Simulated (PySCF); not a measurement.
Spin states of BeO

Unrestricted PBE0; Be def2-TZVP, O def2-TZVP; no relativity (PySCF 2.14). Outer shells of the fragments: Be 2s2; O 2s2 2p4.

Followed along the bond (rough minima from three points):

```tsv
2Ms+1	unpaired	⟨S²⟩ at the start	R at minimum (Å)	Te (eV)
1	none	0.00	1.33	0.00
3	σ ↑, π ↑	2.00	1.47	0.63
1	σ ↓, π ↑	1.01	1.47	0.67
3	σ ↑↑	2.00	1.41	1.89
```

Solutions found at the starting distance of 1.560 Å, counted from the lowest of them; the search is not exhaustive and high or unbound solutions are not listed, so other states can lie among these:

| 2Ms+1 | unpaired | term | E (eV) | ⟨S²⟩ | ⟨Lz²⟩ | μ (D) |
| --- | --- | --- | --- | --- | --- | --- |
| 3 | σ ↑, π ↑ | ³Π | 0.00 | 2.00 | 1.01 | -1.51 |
| 1 | σ ↓, π ↑ | mixed | 0.04 | 1.01 | 1.01 | -1.48 |
| 1 | none | ¹Σ⁺ | 0.18 | 0.00 | 0.00 | -6.53 |
| 3 | σ ↑↑ | ³Σ⁺ | 1.40 | 2.00 | 0.00 | -1.27 |
| 3 | π ↑↑ | mixed | 3.47 | 2.01 | 2.01 | -3.40 |
| 3 | π ↑↑ | mixed | 3.76 | 2.01 | 2.00 | -3.42 |

A term symbol is given only where ⟨S²⟩ and ⟨Lz²⟩ are close to those of a pure state; real π, δ and φ orbitals otherwise mix terms. A positive dipole means Be(−)O(+).

Compare the gap between the two lowest followed solutions at the starting distance with the gap between their minima.

At PBE0 the second solution (triplet, unpaired electrons σ ↑, π ↑) lies -0.18 eV from the first (singlet, closed shell) at 1.560 Å and +0.63 eV at the minima; the two curves relax by different amounts, since their minima lie near 1.47 and 1.33 Å.

The measured ground state is X ¹Σ+ (Huber and Herzberg, Constants of Diatomic Molecules (1979)).

Counting both spins, an empty level lies below a filled one in some of these solutions, because spin and occupation are held.
